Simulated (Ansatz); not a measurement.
Two members of one family (1-butyl-3-methylimidazolium salts), computed with Ansatz in the gas phase. A negative affinity means that the extra electron isn't bound at that geometry and level; within about 0.2 eV of zero the sign isn't settled. Binding counts from free atoms in the multiplicity of their measured ground term, without zero-point energy. Sets without diffuse functions give affinities that are too small. A dash marks a value that wasn't run or was left out as unsound. The structures are stationary points that may keep the symmetry of their start. Remarks come from the PBE and PBE0 runs and from stability tests at other levels; not every state was tested. A HOMO above zero means that the electron is unbound at that level and held by the basis, or that self-interaction error raises the level; the energy of removing that electron tells which. HOMO above LUMO (over both spins in singlets and doublets, within one spin in higher multiplets; at PBE or PBE0), or a gap under 0.15 eV within one spin, warns that the state may not be the lowest or that an electron is smeared out.

First: 1-butyl-3-methylimidazolium bromide (singlet, charge 0, PBE-D4/def2-SVP geometry).

```csv
atom,x (Å),y (Å),z (Å)
C1,0.523,2.459,-2.683
C2,-0.287,1.395,-1.943
C3,-0.627,1.793,-0.503
C4,-1.452,0.770,0.273
N5,-0.791,-0.530,0.406
C6,-1.450,-1.739,0.604
C7,-0.527,-2.645,1.050
N8,0.699,-1.987,1.121
C9,1.891,-2.462,1.797
C10,0.492,-0.662,0.860
H11,-0.028,3.422,-2.738
H12,0.757,2.149,-3.721
H13,1.487,2.663,-2.169
H14,-1.232,1.187,-2.495
H15,0.271,0.433,-1.940
H16,0.295,2.022,0.077
H17,-1.206,2.742,-0.500
H18,-1.623,1.138,1.311
H19,-2.427,0.586,-0.222
H20,-2.519,-1.853,0.395
H21,-0.628,-3.705,1.302
H22,2.794,-2.230,1.198
H23,1.822,-3.555,1.937
H24,1.960,-1.940,2.779
H25,1.300,0.035,0.623
Br26,0.506,0.513,3.182
```

| level | HOMO (eV) | LUMO (eV) | gap (eV) | vertical IE (eV) | vertical EA (eV) | vertical triplet (eV) | binding per atom (eV) |
| --- | --- | --- | --- | --- | --- | --- | --- |
| PBE-D4/def2-SVP | -4.32 | -1.07 | 3.25 | – | – | – | 4.38 |
| PBE-D4/def2-TZVP | -4.62 | -1.33 | 3.29 | 7.30 | -0.91 | 3.36 | 4.33 |
| r2SCAN-D4/def2-TZVP | -4.82 | -1.17 | 3.65 | – | – | – | 4.21 |
| PBE0-D4/def2-SVP | -5.37 | -0.24 | 5.12 | – | – | – | 4.30 |
| PBE0-D4/def2-TZVP | -5.60 | -0.47 | 5.13 | 7.38 | -0.95 | 3.42 | 4.24 |

Remarks: HOMO above zero (-1 doublet).

Second: 1-butyl-3-methylimidazolium chloride (singlet, charge 0, PBE-D4/def2-SVP geometry).

```xyz
26

C    -2.357    1.832   -2.248
C    -1.127    1.725   -1.345
C    -0.078    0.735   -1.861
C     1.149    0.591   -0.960
N     0.824    0.111    0.380
C     1.345    0.605    1.575
C     1.066   -0.309    2.554
N     0.370   -1.360    1.957
C     0.152   -2.676    2.530
C     0.376   -1.167    0.600
H    -2.081    2.165   -3.270
H    -3.097    2.554   -1.848
H    -2.868    0.851   -2.349
H    -0.656    2.726   -1.229
H    -1.438    1.422   -0.320
H    -0.540   -0.265   -2.018
H     0.281    1.048   -2.866
H     1.871   -0.145   -1.382
H     1.659    1.568   -0.839
H     1.845    1.576    1.625
H     1.276   -0.292    3.627
H    -0.875   -3.030    2.311
H     0.286   -2.625    3.627
H     0.888   -3.373    2.074
H    -0.325   -1.677   -0.068
Cl    2.054   -2.589   -0.261
```

Q: What does the change do? Estimate second minus first.

A: 
```json
{"level": "PBE-D4/def2-SVP", "Δ HOMO (eV)": "-0.07", "Δ LUMO (eV)": "0.38", "Δ gap (eV)": "0.44", "Δ vertical IE (eV)": "–", "Δ vertical EA (eV)": "–", "Δ vertical triplet (eV)": "–", "Δ binding per atom (eV)": "0.01"}
{"level": "PBE-D4/def2-TZVP", "Δ HOMO (eV)": "-0.07", "Δ LUMO (eV)": "0.32", "Δ gap (eV)": "0.39", "Δ vertical IE (eV)": "0.09", "Δ vertical EA (eV)": "-0.30", "Δ vertical triplet (eV)": "0.20", "Δ binding per atom (eV)": "0.01"}
{"level": "r2SCAN-D4/def2-TZVP", "Δ HOMO (eV)": "-0.06", "Δ LUMO (eV)": "0.34", "Δ gap (eV)": "0.40", "Δ vertical IE (eV)": "–", "Δ vertical EA (eV)": "–", "Δ vertical triplet (eV)": "–", "Δ binding per atom (eV)": "0.01"}
{"level": "PBE0-D4/def2-SVP", "Δ HOMO (eV)": "-0.09", "Δ LUMO (eV)": "0.42", "Δ gap (eV)": "0.51", "Δ vertical IE (eV)": "–", "Δ vertical EA (eV)": "–", "Δ vertical triplet (eV)": "–", "Δ binding per atom (eV)": "0.01"}
{"level": "PBE0-D4/def2-TZVP", "Δ HOMO (eV)": "-0.11", "Δ LUMO (eV)": "0.35", "Δ gap (eV)": "0.47", "Δ vertical IE (eV)": "0.12", "Δ vertical EA (eV)": "-0.38", "Δ vertical triplet (eV)": "0.21", "Δ binding per atom (eV)": "0.01"}
```

Remarks: HOMO above zero (-1 doublet), gap within one spin near zero at PBE or PBE0 (triplet).
